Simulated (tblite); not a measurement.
Start geometry of `C=C[P@]1(=O)C=C[C@H]([SiH3])C=C1` from a force field or distance geometry (Å):
```
atom  x, y, z in Å
C1     3.3982    0.7534    0.0437
C2     2.0710    0.4895    0.0214
P3     1.2801   -0.5158    1.2627
O4     2.1023   -1.0808    2.3722
C5     0.4288   -1.6321    0.1896
C6    -0.8349   -1.4979   -0.2706
C7    -1.7826   -0.3613    0.0662
Si8   -2.3696    0.5760   -1.5062
C9    -1.2705    0.5879    1.1366
C10   -0.0482    0.5896    1.6793
H11    4.0270    0.3625    0.8294
H12    3.8422    1.3673   -0.7227
H13    1.4654    0.8963   -0.7609
H14    1.0029   -2.5051   -0.1215
H15   -1.2257   -2.2736   -0.9131
H16   -2.6895   -0.8328    0.4940
H17   -3.3976    1.5883   -1.1358
H18   -2.9777   -0.3996   -2.4691
H19   -1.2240    1.2565   -2.1536
H20   -1.9866    1.3255    1.5146
H21    0.1803    1.3230    2.4534
```

Task: What comes out of this run: tblite 0.8.0, GFN2-xTB geometry optimisation, gas phase?

Result: 
```
atom  x, y, z in Å
C1     3.3259    0.8321   -0.0888
C2     2.0250    0.6276   -0.1961
P3     1.2035   -0.3946    1.0646
O4     2.1331   -0.8866    2.0897
C5     0.3200   -1.6836    0.1657
C6    -0.9743   -1.5986   -0.1184
C7    -1.8459   -0.4330    0.1572
Si8   -2.0206    0.6151   -1.4564
C9    -1.4108    0.4532    1.2615
C10   -0.1645    0.5943    1.6978
H11    3.8630    0.3915    0.7367
H12    3.8929    1.4240   -0.7902
H13    1.4297    1.0394   -0.9973
H14    0.8898   -2.5818   -0.0330
H15   -1.4705   -2.4288   -0.6089
H16   -2.8559   -0.7951    0.3765
H17   -2.9620    1.6977   -1.1736
H18   -2.5433   -0.2700   -2.4964
H19   -0.7160    1.1474   -1.8347
H20   -2.2061    1.0315    1.7189
H21    0.0780    1.2355    2.5350
```

The energy falls by 38.8 kJ/mol over 78 L-BFGS steps, the largest force on an atom goes from 2.78 to 0.009 eV/Å, and the atoms move by 0.301 Å rms after alignment. Among the bonds, C2–P3, C7–C9 and Si8–H18 change most and about equally (-0.038 to +0.037 Å). Bonds longer at the end by more than 0.005 Å: 5 of 21; shorter: 13. Among the angles that change most is C2–P3–C10, from 98.3° to 106.1°. Among the dihedrals that turn most is C5–C6–C7–H16, from -123° to -147°. Rotational constants go from 1834, 618.3, 575.3 to 1712, 700.0, 629.8 MHz. The orientation of the end geometry is arbitrary; only internal coordinates are fixed.

Its GFN2-xTB frequencies are all real (lowest 67 cm⁻¹). The numbers are those of one conformer.

All values are computed, not measured.
